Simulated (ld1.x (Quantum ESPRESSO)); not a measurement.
How hard is this lithium PAW potential?

* Element: Li
* Generator: ld1.x (Quantum ESPRESSO) 7.5
* Type: PAW
* Functional: PBE
* Relativity: non-relativistic
* Frozen core: none
* Valence charge: 3
* Reference configuration: 1s2 2s0.5 2p0.5
* Partial waves: 1s (bound): rcut 1.15, rcutus 1.40 bohr; 2s (bound): rcut 1.15, rcutus 1.40 bohr; 2p (bound): rcut 3.90, rcutus 4.50 bohr; 2p channel at 0.5 Ry: rcut 3.90, rcutus 4.50 bohr; 3d channel at 0.25 Ry: rc 4.25 bohr
* Local potential: the d channel
* Core correction: none
* Augmentation charge: PSQ, inside the norm-conserving radii

The pseudo-atom Hamiltonian at the reference potential is diagonalised in spherical Bessel functions j_l(qr) that vanish at 20 bohr, with q² up to the cutoff. All-electron valence levels (Ry): 1s -3.8676, 2s -0.2304, 2p -0.0990.

Task: How do the lowest levels (Ry) of each channel move with the cutoff, and are there ghosts?

Result:

```csv
cutoff (Ry),s #1,s #2,p #1,d #1,f #1,f #2,Σ f·Δε (mRy)
8,-3.7153,-0.1836,-0.0989,0.0289,0.0842,0.2079,328.0
15,-3.8418,-0.1921,-0.0989,0.0289,0.0842,0.2079,70.9
21,-3.8633,-0.1983,-0.0989,0.0289,0.0842,0.2079,24.8
35,-3.8674,-0.2168,-0.0989,0.0289,0.0842,0.2079,7.3
45,-3.8675,-0.2278,-0.0989,0.0289,0.0842,0.2079,1.7
60,-3.8676,-0.2302,-0.0989,0.0289,0.0842,0.2079,0.2
400,-3.8676,-0.2304,-0.0989,0.0289,0.0842,0.2079,0.0
```

Result: no extra level below or beside the all-electron valence levels (s, p, d, f tested); 10 mRy is reached at 35 Ry and 1 mRy at 50 Ry.

Test run stopped at test 3 of 5 (negative rho), 2 before it not solved.
